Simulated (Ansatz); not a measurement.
Cu(PH3)(SH) (CuPH₄S), relaxed as a singlet with RKS PBE-D4/def2-TZVP in Ansatz, starting from the GFN2-xTB geometry. Force threshold 0.02 eV/Å.

Start:

Cartesian coordinates in Å:
```
Cu -0.0215 0.5192 -0.7656
P 0.2858 -0.9460 0.8570
H 0.7823 -0.5545 2.0847
H 1.1348 -2.0231 0.7038
H -0.7711 -1.6760 1.3683
S -0.2956 1.9248 -2.4359
H -1.1146 2.7556 -1.8123
```

Task: Estimate the energy that the relaxation releases and the steps that it takes.

Result: 2.7 kcal/mol, in 5 steps; 4.3 s on 4 threads of Arm Neoverse V2 on a shared host. No frequencies were taken in this run, so the end may be a saddle point.

Task: Does the start keep its bonding and symmetry?

Result: By distances, no bond broke or formed. The bond that changes most is Cu1–S6, from 2.20 to 2.14 Å (atoms count from 1).

Task: Predict the relaxed structure.

Result: 
Cartesian coordinates in Å:
```
Cu -0.0180 0.5076 -0.7775
P 0.2692 -0.9093 0.8332
H 0.7864 -0.4782 2.0866
H 1.1554 -2.0031 0.6338
H -0.8320 -1.6541 1.3402
S -0.2643 1.8641 -2.4094
H -1.0967 2.6730 -1.7069
```
Bond lengths: 1 × Cu–P 2.16 Å; 1 × Cu–S 2.14 Å; 3 × H–P 1.42 Å; 1 × H–S 1.36 Å.
